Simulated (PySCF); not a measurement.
Compound: C7H9O2P.
SMILES with atom numbers: `[CH3:1][C@@H:2]1[CH2:3][P@@:4]1(=[O:5])[c:6]1[cH:7][cH:8][o:9][cH:10]1` (hydrogens: H11, H12, H13 on C1; H14 on C2; H15, H16 on C3; H17 on C7; H18 on C8; H19 on C10)

The same species was optimised twice, with GFN2-xTB and with PBE0-D3(BJ)/def2-SVP (PySCF), and the same property calculations (PySCF, gas phase) were run on both structures.

```csv
coordinate,GFN2-xTB,PBE0-D3(BJ)/def2-SVP,change
P4=O5 (Å),1.468,1.495,+0.027
C3–P4 (Å),1.812,1.790,-0.022
C2–P4 (Å),1.818,1.797,-0.021
C6–C7 (Å),1.421,1.436,+0.015
O9–C10 (Å),1.335,1.342,+0.007
C8–O9 (Å),1.345,1.350,+0.005
P4–C6 (Å),1.784,1.779,-0.005
C2–C3 (Å),1.563,1.560,-0.003
C7–C8 (Å),1.358,1.361,+0.003
C1–C2 (Å),1.505,1.508,+0.003
C6–C10 (Å),1.368,1.368,0.000
C3–P4–O5 (°),122.8,125.9,+3.1
O5–P4–C6 (°),117.4,115.4,-2.0
C2–P4–O5 (°),123.7,125.4,+1.7
P4–C6–C7 (°),130.6,132.0,+1.4
C1–C2–C3 (°),116.8,118.2,+1.4
P4–C6–C10 (°),123.5,122.2,-1.3
C1–C2–P4 (°),118.1,119.3,+1.2
C2–P4–C6 (°),113.0,111.9,-1.1
C3–P4–C6–C7 (°),28,24,-4
```

Rotational constants: A = 2718, B = 724.1, C = 632.4 MHz (GFN2-xTB) against A = 2654, B = 730.2, C = 637.1 MHz (PBE0-D3(BJ)/def2-SVP). Point groups within 0.08 Å: C1 and C1.

On the GFN2-xTB structure: HOMO (eV) -6.82 [PBE0/pcSseg-1]; LUMO (eV) -0.39 [PBE0/pcSseg-1]; dipole (D) 4.08 [PBE0/pcSseg-1]; GIAO shielding of C1 (ppm) 172.3 [PBE0/pcSseg-1]; GIAO shielding of C2 (ppm) 163.5 [PBE0/pcSseg-1]; GIAO shielding of C3 (ppm) 165.4 [PBE0/pcSseg-1]; GIAO shielding of P4 (ppm) 397.0 [PBE0/pcSseg-1]; GIAO shielding of O5 (ppm) 326.7 [PBE0/pcSseg-1]; GIAO shielding of C6 (ppm) 64.3 [PBE0/pcSseg-1]; GIAO shielding of C7 (ppm) 72.4 [PBE0/pcSseg-1]; GIAO shielding of C8 (ppm) 37.4 [PBE0/pcSseg-1].

Question: What do these properties become on the PBE0-D3(BJ)/def2-SVP structure?

Answer: 
| property | level | on GFN2-xTB | on PBE0-D3(BJ)/def2-SVP | change |
| --- | --- | --- | --- | --- |
| HOMO (eV) | PBE0/pcSseg-1 | -6.82 | -6.85 | -0.03 |
| LUMO (eV) | PBE0/pcSseg-1 | -0.39 | -0.36 | +0.03 |
| dipole (D) | PBE0/pcSseg-1 | 4.08 | 4.18 | +0.10 |
| energy, GFN2-xTB geometry as zero (kcal/mol) | PBE0/pcSseg-1 | 0.0 | -1.7 | -1.7 |
| GIAO shielding of C1 (ppm) | PBE0/pcSseg-1 | 172.3 | 170.5 | -1.8 |
| GIAO shielding of C2 (ppm) | PBE0/pcSseg-1 | 163.5 | 164.0 | +0.5 |
| GIAO shielding of C3 (ppm) | PBE0/pcSseg-1 | 165.4 | 165.0 | -0.4 |
| GIAO shielding of P4 (ppm) | PBE0/pcSseg-1 | 397.0 | 391.2 | -5.8 |
| GIAO shielding of O5 (ppm) | PBE0/pcSseg-1 | 326.7 | 325.0 | -1.7 |
| GIAO shielding of C6 (ppm) | PBE0/pcSseg-1 | 64.3 | 64.0 | -0.3 |
| GIAO shielding of C7 (ppm) | PBE0/pcSseg-1 | 72.4 | 71.2 | -1.2 |
| GIAO shielding of C8 (ppm) | PBE0/pcSseg-1 | 37.4 | 35.7 | -1.7 |

The heavy atoms differ by 0.042 Å rms after alignment. Among bonds between heavy atoms P4=O5 changes most (+0.027 Å). Changes are differences of the printed values. Neither structure is proved a minimum here.

Shape of the structure used: `[CH3:1][C@@H:2]1[CH2:3][P@@:4]1(=[O:5])[c:6]1[cH:7][cH:8][o:9][cH:10]1`: C3–P4–C6–C7 24°.
